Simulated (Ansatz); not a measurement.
`C[S][GeH3]` + `OB(O)O` → `OB(O)[O][GeH3]` + CH₃SH  (ligand exchange at a Ge–S bond)

Computed with Ansatz on PBE0-D4/def2-TZVP structures; ΔE is electronic, products minus reactants. CBS: MP2 limit from def2 TZ/QZ plus the TZ coupled-cluster correction, frozen cores. This one scheme is used for every species. DFT in def2-TZVPP. B3LYP here is the variant with VWN-RPA as its local correlation; programs differ in this. For Ge outer-core shells are correlated without core-valence functions, which leaves a few kJ/mol of doubt a bond. Scalar relativity is left out up to krypton. Each species was taken in one conformer, which may not be the lowest.

`C[S][GeH3]`:

Cartesian coordinates in Å:
```
C -0.509 0.349 1.425
S 0.055 1.347 0.019
Ge 0.507 -0.279 -1.410
H -1.393 -0.235 1.167
H -0.770 1.047 2.220
H 0.281 -0.311 1.784
H 1.008 0.393 -2.694
H -0.764 -1.103 -1.687
H 1.586 -1.208 -0.824
```

`OB(O)O`:

Cartesian coordinates in Å:
```
O -1.231 0.577 0.131
B 0.000 0.000 0.000
O 0.171 -1.060 -0.844
O 1.061 0.483 0.713
H -1.892 0.150 -0.418
H 1.076 -1.377 -0.850
H 0.816 1.227 1.268
```

`OB(O)[O][GeH3]`:

Z-matrix (Å, degrees):
```
Ge
O 1 1.793
H 1 1.534 2 108.9
H 1 1.534 2 108.9 3 122.1
H 1 1.533 2 103.8 3 -118.9
B 2 1.358 1 123.6 3 -61.0
O 6 1.370 2 121.1 1 -180.0
O 6 1.370 2 119.9 1 0.0
H 7 0.959 6 111.6 2 -0.0
H 8 0.959 6 112.5 2 -180.0
```

CH₃SH:

Cartesian coordinates in Å:
```
C 0.129 -0.395 0.261
S 0.307 1.295 -0.350
H -0.790 -0.519 0.833
H 0.976 -0.569 0.924
H 0.169 -1.121 -0.550
H -0.792 1.310 -1.119
```

Q: Is it downhill or uphill in electronic energy at CCSD(T)/CBS, and by how much? (Best estimate.)

A: The calculation gave: Uphill: ΔE = +3.8 kcal/mol.

Q: What do these levels give: B3LYP-D4, B2PLYP, B3LYP, HF/def2-TZVPP, HF/CBS(def2), MP2/CBS(def2)? (Best estimate.)

A: Ansatz gave: B3LYP-D4 3.6, B2PLYP 2.9, B3LYP 3.2, HF/def2-TZVPP 0.6, HF/CBS(def2) 0.2, MP2/CBS(def2) 4.7 kcal/mol.

Largest T1 diagnostic among the species: 0.012.

In def2-TZVPP, CCSD(T) changes the Hartree–Fock value by +2.0 kcal/mol (the triples alone add +0.4 kcal/mol) and MP2 by +2.9 kcal/mol.
